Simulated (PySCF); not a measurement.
## Basis-set dependence of excited states

Species: octane, C₈H₁₈.
SMILES: `CCCCCCCC`

TDDFT with PBE0 (PySCF), vertical singlets, core orbitals frozen in the response, spherical d and f functions. Isolated species at its PBE0-D3(BJ)/def2-SVP geometry (one conformer only).

| basis | functions | diffuse | S1 (eV) | S2 (eV) | S3 (eV) | S4 (eV) | S5 (eV) | LUMO (eV) | α (au) |
| --- | --- | --- | --- | --- | --- | --- | --- | --- | --- |
| 6-31G* | 148 | no | 9.90 | 10.20 | 10.25 | 10.27 | 10.46 | 2.81 | 87.6 |
| 6-31+G* | 180 | yes | 8.33 | 8.36 | 8.45 | 8.54 | 8.54 | 0.75 | 95.3 |
| def2-SVP | 202 | no | 9.23 | 9.37 | 9.41 | 9.54 | 9.62 | 1.85 | 91.2 |
| def2-SVPD | 304 | yes | 8.36 | 8.49 | 8.53 | 8.66 | 8.75 | 0.82 | 102.1 |

How much do these states and the polarisability depend on the basis?

States are compared by their number. Against the largest diffuse basis here (def2-SVPD, itself not a converged limit), sets without diffuse functions differ by up to 1.54 eV in S1 and 1.71 eV in S5; the smaller diffuse sets differ by up to 0.03 and 0.20 eV. Every set without diffuse functions puts S1 more than 0.3 eV higher, so even the lowest state needs them here. State by state, the largest deviation of a set without diffuse functions is S1 1.54, S2 1.71, S3 1.71, S4 1.61, S5 1.71 eV. The same number needn't mean the same state in each row. Against def2-SVPD the polarisability deviates by -14% in 6-31G*, -7% in 6-31+G*, -11% in def2-SVP. A single + in a Pople set puts diffuse functions on heavy atoms only.
